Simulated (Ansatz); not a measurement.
One change: `[SiH3]OC[SiH2]Cl` becomes `O=COC[SiH2]Cl`.

Ansatz, PBE0-D4/def2-TZVP geometries, multiplicity 1. Each molecule was computed in one conformer, which needn't be the lowest.

```json
{"property": "HOMO energy (PBE/def2-TZVPP) / eV", "`[SiH3]OC[SiH2]Cl`": "-7.02"}
{"property": "size of the dipole moment (B3LYP/def2-TZVPP) / D", "`[SiH3]OC[SiH2]Cl`": "1.24"}
{"property": "HOMO–LUMO gap (ωB97M-V/def2-TZVPP) / eV", "`[SiH3]OC[SiH2]Cl`": "12.12"}
{"property": "HOMO–LUMO gap (PBE/def2-TZVPP) / eV", "`[SiH3]OC[SiH2]Cl`": "5.81"}
{"property": "HOMO energy (B3LYP/def2-TZVPP) / eV", "`[SiH3]OC[SiH2]Cl`": "-8.21"}
{"property": "HOMO energy (ωB97M-V/def2-TZVPP) / eV", "`[SiH3]OC[SiH2]Cl`": "-10.70"}
```

**Question.** What does the change do to each property? (An estimate is asked.)

**Answer.** The calculation gave: 
| property | `O=COC[SiH2]Cl` | shift |
| --- | --- | --- |
| HOMO energy (PBE/def2-TZVPP) / eV | -6.88 | 0.14 |
| size of the dipole moment (B3LYP/def2-TZVPP) / D | 1.23 | -0.01 |
| HOMO–LUMO gap (ωB97M-V/def2-TZVPP) / eV | 12.69 | 0.57 |
| HOMO–LUMO gap (PBE/def2-TZVPP) / eV | 5.55 | -0.26 |
| HOMO energy (B3LYP/def2-TZVPP) / eV | -8.25 | -0.04 |
| HOMO energy (ωB97M-V/def2-TZVPP) / eV | -10.72 | -0.02 |

With PBE0 the HOMO falls by 0.05 eV and the LUMO rises by 0.12 eV, so the gap widens by about 0.17 eV. PBE moves the HOMO by 0.14 eV and ωB97M-V by -0.02 eV. Dipoles are sizes alone; their direction can turn.

B3LYP here is the variant with VWN-RPA as its local correlation; programs differ in this.
